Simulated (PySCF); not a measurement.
C4H4OSe, SMILES C=C1C[Se]C1=O. Atoms are numbered in the order given.

```xyz
10

C      0.5767    -2.6116     0.0000
C      0.4357    -1.2853     0.0000
C      1.4442    -0.1602     0.0000
Se     0.0285     1.2128     0.0000
C     -0.8569    -0.5436     0.0000
O     -1.9953    -0.8831     0.0000
H      1.5600    -3.0893     0.0000
H     -0.3116    -3.2490     0.0000
H      2.0736    -0.1142     0.8999
H      2.0736    -0.1142    -0.8999
```

Geometry: PBE0-D3(BJ)/def2-SVP. This is a generated structure with no PubChem entry under its InChIKey; it may be hypothetical.

Computed with PySCF with CAM-B3LYP/def2-TZVP.

Atomic charges (e):

| atom | Mulliken | Löwdin |
|---|---|---|
| C1 | -0.24 | -0.11 |
| C2 | -0.01 | -0.24 |
| C3 | [?] | -0.34 |
| Se4 | [?] | 0.47 |
| C5 | [?] | -0.47 |
| O6 | -0.23 | 0.15 |
| H7 | [?] | 0.13 |
| H8 | [?] | 0.14 |
| H9 | 0.15 | 0.13 |
| H10 | 0.15 | 0.13 |

Problem. Some entries are withheld; supply them. (The exact figures need the calculation; the answer reports its results.)

Solution. 
- C3, Mulliken: -0.27
- Se4, Mulliken: 0.05
- C5, Mulliken: 0.10
- H7, Mulliken: 0.15
- H8, Mulliken: 0.16

Computed Mayer and Wiberg (Löwdin basis) orders of the bonds:
| bond | Mayer | Wiberg |
|---|---|---|
| C1–C2 | 1.74 | 2.03 |
| C2–C3 | 0.98 | 1.18 |
| C3–Se4 | 1.05 | 1.29 |
| C2–C5 | 0.97 | 1.15 |
| Se4–C5 | 1.15 | 1.35 |
| C5–O6 | 2.11 | 2.76 |
| C1–H7 | 0.97 | 0.88 |
| C1–H8 | 0.95 | 0.87 |
| C3–H9 | 0.95 | 0.88 |
| C3–H10 | 0.95 | 0.88 |
